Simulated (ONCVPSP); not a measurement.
**PBE ONCV dataset for caesium (Cs), fully relativistic all-electron reference.**

ONCVPSP 4.0.1 was run on this input:

```
# ATOM AND REFERENCE CONFIGURATION
# atsym  z   nc   nv     iexc    psfile
  Cs 55.00   10    2        4      upf
#
#   n    l    f
    1    0    2.00
    2    0    2.00
    2    1    6.00
    3    0    2.00
    3    1    6.00
    3    2   10.00
    4    0    2.00
    4    1    6.00
    4    2   10.00
    5    0    2.00
    5    1    6.00
    6    0    0.50
#
# PSEUDOPOTENTIAL AND OPTIMIZATION
# lmax
    2
#
#   l,   rc,      ep,       ncon, nbas, qcut
    0    4.00    0.00    4    7    1.50
    1    2.35    0.00    5    8    3.90
    2    3.80    0.21    4    8    2.60
#
# LOCAL POTENTIAL
# lloc, lpopt,  rc(5),   dvloc0
    4    5    1.70    2.00
#
# VANDERBILT-KLEINMAN-BYLANDER PROJECTORs
# l, nproj, debl
    0    2    0.50
    1    1    2.00
    2    1    0.40
#
# MODEL CORE CHARGE
# icmod, fcfact, rcfact
    2    0.25    0.70
#
# LOG DERIVATIVE ANALYSIS
# epsh1, epsh2, depsh
   -2.00    5.00    0.02
#
# OUTPUT GRID
# rlmax, drl
    6.00    0.01
#
# TEST CONFIGURATIONS
# ncnf
    4
# nvcnf
#   n    l    f
    2
    5    1    6.00
    6    0    1.00
#
    2
    5    1    6.00
    6    0    0.00
#
    3
    5    1    6.00
    6    0    0.00
    6    1    1.00
#
    2
    5    1    5.00
    6    0    1.00
#
```

Command:

```bash
oncvpspr.x < Cs.dat > Cs.out
```

Resulting log (shortened: citation, most of the input echo, consistency checks and plot data are left out):

```
ONCVPSP  (Optimized Norm-Conservinng Vanderbilt PSeudopotential)
relativistic version 4.0.1

#   n    l    f        energy (Ha)
    1    0    2.00    -1.3146816D+03
    2    0    2.00    -2.0621829D+02
    2    1    6.00    -1.8105378D+02    -1.9399966D+02
    3    0    2.00    -4.2943383D+01
    3    1    6.00    -3.5360745D+01    -3.7841675D+01
    3    2   10.00    -2.5874434D+01    -2.6401097D+01
    4    0    2.00    -8.1761445D+00
    4    1    6.00    -5.8397096D+00    -6.3456982D+00
    4    2   10.00    -2.7807898D+00    -2.8647472D+00
    5    0    2.00    -1.0702979D+00
    5    1    6.00    -5.6662662D-01    -6.2673514D-01
    6    0    0.50    -1.4084986D-01

Reference configufation results
  iterations    28
  all-electron total energy (Ha)   -7.79022169D+03

Begin loop to  construct optimized pseudo wave functions
and semi-local pseudopoentials for all angular momenta

   Wellstate for l =  0  n =  7 kap= -1
     eigenvalue =   0.3592
     asymptotic potential =   0.8592
     half-point radius =  6.7664

Calculating optimized projector #   1

 for l=   0

    Fraction of norm inside rc  0.263159
    Optimizing pswf for qcut=   1.50 a_B^-1,  ecut=   1.13 Ha
    Residual kinetic energy error=  3.73D-04 Ha

    Energy error per electron        Cutoff
         Ha          eV             Ha
         0.01000     0.27211        0.51
         0.00100     0.02721        0.91
         0.00010     0.00272        1.99
         0.00001     0.00027        4.50

Calculating optimized projector #   2

 for l=   0

    Fraction of norm inside rc  0.330863
    Optimizing pswf for qcut=   1.50 a_B^-1,  ecut=   1.13 Ha
    Residual kinetic energy error=  2.64D-02 Ha

    Energy error per electron        Cutoff
         Ha          eV             Ha
         0.01000     0.27211        1.75
         0.00100     0.02721        7.49
         0.00010     0.00272       10.61
         0.00001     0.00027       12.49

Calculating optimized projector #   1

 for l=   1

    Fraction of norm inside rc  0.676831
    Optimizing pswf for qcut=   3.91 a_B^-1,  ecut=   7.63 Ha
    Residual kinetic energy error=  2.29D-03 Ha

    Energy error per electron        Cutoff
         Ha          eV             Ha
         0.01000     0.27211        3.26
         0.00100     0.02721       13.59
         0.00010     0.00272       31.50
         0.00001     0.00027       36.65

Calculating optimized projector #   1

 for l=   1

    Fraction of norm inside rc  0.723792
    Optimizing pswf for qcut=   3.91 a_B^-1,  ecut=   7.63 Ha
    Residual kinetic energy error=  2.26D-03 Ha

    Energy error per electron        Cutoff
         Ha          eV             Ha
         0.01000     0.27211        3.12
         0.00100     0.02721       13.95
         0.00010     0.00272       31.89
         0.00001     0.00027       36.88

WARNING wellstate: moderately localized bound state found for n= 5 l=  2
WARNING scattering state with energy  0.05000000
WARNING will be used for the first projector

   Wellstate for l =  2  n =  6 kap= -3
     eigenvalue =   0.0500
     asymptotic potential =   0.5500
     half-point radius = 15.0005

Calculating optimized projector #   1

 for l=   2

    Fraction of norm inside rc  0.204370
    Optimizing pswf for qcut=   2.60 a_B^-1,  ecut=   3.37 Ha
    Residual kinetic energy error=  3.93D-04 Ha

    Energy error per electron        Cutoff
         Ha          eV             Ha
         0.01000     0.27211        2.03
         0.00100     0.02721        2.98
         0.00010     0.00272        6.40
         0.00001     0.00027       15.55

   Wellstate for l =  2  n =  5 kap=  2
     eigenvalue =   0.2100

Calculating optimized projector #   1

 for l=   2

    Fraction of norm inside rc  0.514692
    Optimizing pswf for qcut=   2.60 a_B^-1,  ecut=   3.37 Ha
    Residual kinetic energy error=  5.80D-04 Ha

    Energy error per electron        Cutoff
         Ha          eV             Ha
         0.01000     0.27211        2.18
         0.00100     0.02721        3.21
         0.00010     0.00272        9.14
         0.00001     0.00027       15.91

Construct Vanderbilt / Kleinmman-Bylander projectors

B matrix Hermiticity error, ll=  0  kap= -1
   1   2    1.3731D-05

  Orthonormal projector coefficients  2.6919E+00  3.7429E-01

 Orthonormal scalar projector coefficients, l =  1
  1.8500E+00  1.2312E-03

 Orthonormal spin-orbit projector coefficients, l =  1
  1.1620E-01 -3.9201E-02

 Orthonormal scalar projector coefficients, l =  2
  1.6043E+00  9.7750E-05

 Orthonormal spin-orbit projector coefficients, l =  2
  1.3814E-02 -7.5681E-03

Model core correction analysis
  based on d2Exc/dn_idn_j

d2excae - all-electron derivatives

   -1.620142D-02   -3.171903D-03
   -3.172360D-03   -3.011055D-02

d2excps - pseudofunction derivatives with no core correction

   -2.804636D-02   -4.585225D-03
   -4.582177D-03   -3.689375D-02

rms 2nd derivative error    6.897453E-03

amplitude prefactor, scale prefactor
    1.7904    1.6468

d2excps - pseudofunction derivatives with core correction

   -2.202220D-02   -4.310882D-03
   -4.307716D-03   -3.637521D-02

rms 2nd derivative error    4.350685E-03

Pseudoatom total energy  -11.634357

Diagnostic tests using Vanderbilt-Kleinman-Bylander pseudopotentials
  relativistic with J = L +/- 1/2 projectors

   l  kap   rcore       rmatch      e in        delta e    norm test   slope test

   0  -1   4.0180878   4.1400856  -0.1408499  -0.0000000   1.0000087   1.0000053
   0  -1   4.0180878   4.1400856   0.3591501   0.0000001   1.0000722   1.0000722

   1  -2   2.3593867   2.4310228  -0.5666266  -0.0000027   0.9999980   1.0000095
   1   1   2.3593867   2.4310228  -0.6267351  -0.0000007   0.9999993   1.0000007

   2  -3   3.8074797   3.9230830   0.0500000   0.0000000   1.0000001   1.0000001
   2   2   3.8074797   3.9230830  -0.0797153   0.0000001   1.0000004   1.0000004

Diagnostic tests using Vanderbilt-Kleinman-Bylander pseudopotentials
  relativistic with scalar and spin-orbit non-local projectors

   l  kap   rcore       rmatch      e in        delta e    norm test   slope test

   0  -1   4.0180878   4.1400856  -0.1408499  -0.0000000   1.0000087   1.0000053
   0  -1   4.0180878   4.1400856   0.3591501   0.0000001   1.0000722   1.0000722

   1  -2   2.3593867   2.4310228  -0.5666266  -0.0002936   1.0000867   0.9993476
   1   1   2.3593867   2.4310228  -0.6267351  -0.0003087   1.0001041   0.9994723

   2  -3   3.8074797   3.9230830   0.0500000  -0.0000204   0.9999933   0.9999933
   2   2   3.8074797   3.9230830  -0.0797153  -0.0000207   1.0000029   1.0000029

Ghost test for J = L + 1/2

 Testing for bound ghosts
   n   l    E NL Schr. Eq   E Basis Diag.   E Cutoff

       0                       -1.383967     11.52  WARNING - GHOST(-)
   1   0       -0.140850       -0.139739     11.52

   2   1       -0.566629       -0.566491     39.98

   3   2       -0.080999       -0.078968     17.76

 Testing for highly-localized positive-energy ghosts
       l    <radius>/rc     E Basis Diag.   E Cutoff

Ghost test for J = L - 1/2

 Testing for bound ghosts
   n   l    E NL Schr. Eq   E Basis Diag.   E Cutoff

       0                       -1.383967     11.52  WARNING - GHOST(-)
   1   0       -0.140850       -0.139739     11.52

   2   1       -0.626736       -0.626658     39.98

   3   2       -0.083591       -0.081781     17.76

 Testing for highly-localized positive-energy ghosts
       l    <radius>/rc     E Basis Diag.   E Cutoff

Test configuration 0

   n   l kap    f        eae           eps        diff
   1   0  -1  2.0000-1314.68159598
   2   0  -1  2.0000 -206.21829244
   2   1  -2  4.0000 -181.05378464
   2   1   1  2.0000 -193.99966104
   3   0  -1  2.0000  -42.94338346
   3   1  -2  4.0000  -35.36074489
   3   1   1  2.0000  -37.84167480
   3   2  -3  6.0000  -25.87443432
   3   2   2  4.0000  -26.40109726
   4   0  -1  2.0000   -8.17614450
   4   1  -2  4.0000   -5.83970965
   4   1   1  2.0000   -6.34569818
   4   2  -3  6.0000   -2.78078977
   4   2   2  4.0000   -2.86474720
   5   0  -1  2.0000   -1.07029794
   5   1  -2  4.0000   -0.56662662   -0.56662928   -2.66E-06
   5   1   1  2.0000   -0.62673514   -0.62673582   -6.81E-07
   6   0  -1  0.5000   -0.14084986   -0.14084990   -3.78E-08

    Total energies and differences
      AE_ref= -7.79022169E+03  AE_tst= -7.79022169E+03  dif=  0.00E+00
      PS_ref= -1.16343573E+01  PS_tst= -1.16343573E+01  dif= -7.11E-15
      PSP excitation error=  7.11E-15

Test configuration 1

   n   l kap    f        eae           eps        diff
   1   0  -1  2.0000-1314.59176025
   2   0  -1  2.0000 -206.12850442
   2   1  -2  4.0000 -180.96400131
   2   1   1  2.0000 -193.90987737
   3   0  -1  2.0000  -42.85360588
   3   1  -2  4.0000  -35.27096889
   3   1   1  2.0000  -37.75189665
   3   2  -3  6.0000  -25.78465512
   3   2   2  4.0000  -26.31131762
   4   0  -1  2.0000   -8.08645460
   4   1  -2  4.0000   -5.75004193
   4   1   1  2.0000   -6.25602029
   4   2  -3  6.0000   -2.69116805
   4   2   2  4.0000   -2.77512107
   5   0  -1  2.0000   -0.98111269
   5   1  -2  4.0000   -0.47820141   -0.47880509   -6.04E-04
   5   1   1  2.0000   -0.53807131   -0.53874005   -6.69E-04
   6   0  -1  1.0000   -0.07666305   -0.07682091   -1.58E-04

    Total energies and differences
      AE_ref= -7.79022169E+03  AE_tst= -7.79027573E+03  dif= -5.40E-02
      PS_ref= -1.16343573E+01  PS_tst= -1.16884492E+01  dif= -5.41E-02
      PSP excitation error=  5.11E-05

Test configuration 2

   n   l kap    f        eae           eps        diff
   1   0  -1  2.0000-1314.78477428
   2   0  -1  2.0000 -206.32139586
   2   1  -2  4.0000 -181.15687870
   2   1   1  2.0000 -194.10275517
   3   0  -1  2.0000  -43.04647380
   3   1  -2  4.0000  -35.46383239
   3   1   1  2.0000  -37.94476582
   3   2  -3  6.0000  -25.97752733
   3   2   2  4.0000  -26.50419096
   4   0  -1  2.0000   -8.27908948
   4   1  -2  4.0000   -5.94261685
   4   1   1  2.0000   -6.44862262
   4   2  -3  6.0000   -2.88362090
   4   2   2  4.0000   -2.96758558
   5   0  -1  2.0000   -1.17234943
   5   1  -2  4.0000   -0.66721613   -0.66608545    1.13E-03
   5   1   1  2.0000   -0.72776907   -0.72652819    1.24E-03
   6   0  -1  0.0000   -0.20716771   -0.20716771    0.00E+00

    Total energies and differences
      AE_ref= -7.79022169E+03  AE_tst= -7.79013378E+03  dif=  8.79E-02
      PS_ref= -1.16343573E+01  PS_tst= -1.15464977E+01  dif=  8.79E-02
      PSP excitation error=  5.58E-05

Test configuration 3

   n   l kap    f        eae           eps        diff
   1   0  -1  2.0000-1314.63839529
   2   0  -1  2.0000 -206.17514168
   2   1  -2  4.0000 -181.01061223
   2   1   1  2.0000 -193.95648222
   3   0  -1  2.0000  -42.90030506
   3   1  -2  4.0000  -35.31766391
   3   1   1  2.0000  -37.79859232
   3   2  -3  6.0000  -25.83135318
   3   2   2  4.0000  -26.35801528
   4   0  -1  2.0000   -8.13308676
   4   1  -2  4.0000   -5.79663925
   4   1   1  2.0000   -6.30263234
   4   2  -3  6.0000   -2.73770066
   4   2   2  4.0000   -2.82165928
   5   0  -1  2.0000   -1.02729477
   5   1  -2  4.0000   -0.52306234   -0.52129573    1.77E-03
   5   1   1  2.0000   -0.58334629   -0.58144046    1.91E-03
   6   0  -1  0.0000   -0.09909231   -0.20716771   -1.08E-01
   6   1  -2  0.6667   -0.04674660   -0.04676880   -2.22E-05
   6   1   1  0.3333   -0.04940693   -0.04947846   -7.15E-05

    Total energies and differences
      AE_ref= -7.79022169E+03  AE_tst= -7.79022545E+03  dif= -3.76E-03
      PS_ref= -1.16343573E+01  PS_tst= -1.16383392E+01  dif= -3.98E-03
      PSP excitation error=  2.24E-04

Test configuration 4

   n   l kap    f        eae           eps        diff
   1   0  -1  2.0000-1314.98386719
   2   0  -1  2.0000 -206.51759543
   2   1  -2  4.0000 -181.35342176
   2   1   1  2.0000 -194.29946074
   3   0  -1  2.0000  -43.24071073
   3   1  -2  4.0000  -35.65807554
   3   1   1  2.0000  -38.13911459
   3   2  -3  6.0000  -26.17186969
   3   2   2  4.0000  -26.69856661
   4   0  -1  2.0000   -8.46976662
   4   1  -2  4.0000   -6.13283725
   4   1   1  2.0000   -6.63908577
   4   2  -3  6.0000   -3.07253846
   4   2   2  4.0000   -3.15664957
   5   0  -1  2.0000   -1.32901563
   5   1  -2  3.3333   -0.80454845   -0.81205654   -7.51E-03
   5   1   1  1.6667   -0.87000591   -0.87802904   -8.02E-03
   6   0  -1  1.0000   -0.26997148   -0.26780274    2.17E-03

    Total energies and differences
      AE_ref= -7.79022169E+03  AE_tst= -7.78961759E+03  dif=  6.04E-01
      PS_ref= -1.16343573E+01  PS_tst= -1.10261858E+01  dif=  6.08E-01
      PSP excitation error= -4.07E-03
```

Note: ghosts flagged at negative energy: s at -37.7 eV; no localised positive-energy state flagged. A true bound ghost makes a file unfit for plane-wave use.

The run took about 4.2 s on one core of a shared server CPU.
